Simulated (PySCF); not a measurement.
Gas-phase reaction: SnHCl + 2 Cl = SnCl₂ + HCl. Level: M06-2X/def2-TZVP†; standard pressure 1 bar.

Computed with PySCF and rigid-rotor harmonic-oscillator thermochemistry at 1 bar. † marks an energy on the PBE0/def2-TZVP geometry and frequencies. Open shells (unrestricted): Cl (multiplicity 2, electronic degeneracy 6); the rest are closed-shell singlets. Spin-orbit splitting is ignored; it lowers the true energy and changes the entropy of Cl. Sn: scalar-relativistic def2 core potential, no spin-orbit coupling. SnHCl: computed as isolated molecules; such fragments, hydroxides, amides, oligomers or adducts are transient or little studied in the gas. The harmonic model lacks anharmonicity and excited electronic states, which grow with temperature; levels with a mode under 35 cm⁻¹ are left out. Soft modes under 120 cm⁻¹ make the harmonic entropy rough for SnCl₂.

```json
[
 {"T (K)": "800", "1000/T (1/K)": "1.2500", "log10 K": "31.14"},
 {"T (K)": "1000", "1000/T (1/K)": "1.0000", "log10 K": "?"},
 {"T (K)": "1200", "1000/T (1/K)": "0.8333", "log10 K": "18.61"},
 {"T (K)": "1400", "1000/T (1/K)": "0.7143", "log10 K": "15.02"},
 {"T (K)": "1600", "1000/T (1/K)": "0.6250", "log10 K": "12.32"},
 {"T (K)": "1800", "1000/T (1/K)": "0.5556", "log10 K": "10.21"}
]
```

Problem. Fit log10 K = a + b·(1000/T) to the five rows, get the mean ΔH° and ΔS°, and predict log10 K at 1000 K.

Solution. Means: 1000/T = 0.7956, log10 K = 17.460. Sums of products about the means: Sxy = 9.07480, Sxx = 0.301215, so b = Sxy/Sxx = 30.13 and a = 17.460 − (30.13)×0.7956 = -6.51.
ΔH° = −R ln 10 × 1000 K × b = −19.145 × (30.13) = -577 kJ; ΔS° = R ln 10 × a = -125 J/K. The run's own values go from -575 kJ and -122 J/K at 800 K to -581 kJ and -127 J/K at 1800 K.
Prediction at 1000 K: -6.51 + (30.13)×1.0000 = 23.62. The computed value is 23.63, 0.01 from the line.
For scale, ΔH°(298 K) is -572 kJ at this level, -569 kJ at ωB97M-V/def2-TZVP†, and runs from -659 to -406 kJ over the 18 levels computed.
